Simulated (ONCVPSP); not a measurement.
## Varying the ONCV potential for gallium (Ga)

Base potential:

```
Element                 : gallium (Ga)
Generator               : ONCVPSP 4.0.1
Type                    : optimised norm-conserving Vanderbilt (ONCV)
Functional              : LDA (Perdew-Wang 92)
Relativity              : scalar-relativistic
Frozen core             : [Ne]
Valence charge          : 21
Reference configuration : 3s2 3p6 3d10 4s2 4p0.5 (charge +0.5)
Partial waves           : 3s+4s: rc 1.10 bohr, ncon 4, nbas 8, qcut 12.6 1/bohr, 2 projectors; 3p+4p: rc 1.35 bohr, ncon 4, nbas 7, qcut 11.7 1/bohr, 2 projectors; 3d: rc 1.10 bohr, ncon 4, nbas 9, qcut 15.8 1/bohr, 2 projectors, debl 1.5 Ha
Local potential         : polynomial inside 0.70 bohr (lpopt 5, dvloc0 0 Ha)
Core correction         : none
```

Cutoffs, loose and tight: the cutoffs (Ha) at which the residual kinetic energy of the hardest occupied pseudo-wave falls to 1 and 0.1 mHa per electron. They do not see the model core or the augmentation charge, which bear on the density cutoff. Test errors are all-electron minus pseudo excitation energies from the reference, over the configurations 3s2 3p6 3d10 4s2 4p1; 3s2 3p6 3d10 4s2 4p0; 3s2 3p6 3d10 4s1 4p0; 3s2 3p6 3d10 4s1 4p1. A dash means not determined; rows that change the core or the reference have their own tests.

| change | outcome | cutoff, loose | cutoff, tight | bound ghosts | GHOST(+) flags above zero | largest test error (meV) |
| --- | --- | --- | --- | --- | --- | --- |
| base | generated | 93 Ha | 104 Ha | none | none | -1.2 |
| s: qcut 8.8; p: qcut 8.2; d: qcut 11 | generated | 114 Ha | 254 Ha | none | none | -1.1 |
| s: qcut 12.1; p: qcut 11.2; d: qcut 15.2 | generated | 89 Ha | 99 Ha | none | none | -1.2 |
| s: qcut 18.3; p: qcut 17; d: qcut 22.9 | failed: oncvpsp: lschvkbb ERROR 2 0 100 | – | – | – | – | – |

What comes out with this change to the base: s: qcut 10.5; p: qcut 9.7; d: qcut 13.1?

outcome: generated; cutoff, loose: 75 Ha; cutoff, tight: 84 Ha; bound ghosts: none; GHOST(+) flags above zero: none; largest test error (meV): -1.2.

What comes out with this change to the base: s: qcut 15.7; p: qcut 14.5; d: qcut 19.6?

outcome: generated; cutoff, loose: 111 Ha; cutoff, tight: 126 Ha; bound ghosts: none; GHOST(+) flags above zero: none; largest test error (meV): -1.2.

What comes out with this change to the base: s: qcut 14.6; p: qcut 13.5; d: qcut 18.3?

outcome: generated; cutoff, loose: 108 Ha; cutoff, tight: 123 Ha; bound ghosts: none; GHOST(+) flags above zero: none; largest test error (meV): -1.4.
